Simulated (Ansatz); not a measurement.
Reaction (ligand exchange at the Sn–C bond): `N[C](=O)[SnH3]` + `OCF` → `FC[O][SnH3]` + `NC=O`

Computed with Ansatz on PBE0-D4/def2-TZVP structures; ΔE is electronic, products minus reactants. CBS: MP2 limit from def2 TZ/QZ plus the TZ coupled-cluster correction, frozen cores. This one scheme is used for every species. DFT in def2-TZVPP. B3LYP here is the variant with VWN-RPA as its local correlation; programs differ in this. Elements past krypton have def2 core potentials. For Sn outer-core shells are correlated without core-valence functions, which leaves a few kJ/mol of doubt a bond. Each species was taken in one conformer, which may not be the lowest.

Q: Is it downhill or uphill in electronic energy at CCSD(T)/CBS, and by how much? (An estimate is asked.)

A: Computed: Downhill: ΔE = -48.8 kJ/mol.

Q: What do these levels give: PBE0-D4, B2PLYP, r2SCAN, B3LYP, HF/def2-TZVPP, SCS-MP2/def2-TZVPP? (Best estimate.)

A: Ansatz gave: PBE0-D4 -40.2, B2PLYP -49.5, r2SCAN -46.5, B3LYP -47.6, HF/def2-TZVPP -64.1, SCS-MP2/def2-TZVPP -52.1 kJ/mol.

Largest T1 diagnostic among the species: 0.016.

From PBE to PBE0 (25 % exact exchange), in def2-TZVPP and without D4, ΔE moves by −3.4 kJ/mol. In def2-TZVPP, CCSD(T) changes the Hartree–Fock value by +17.9 kJ/mol (the triples alone add +2.5 kJ/mol) and MP2 by +16.8 kJ/mol.
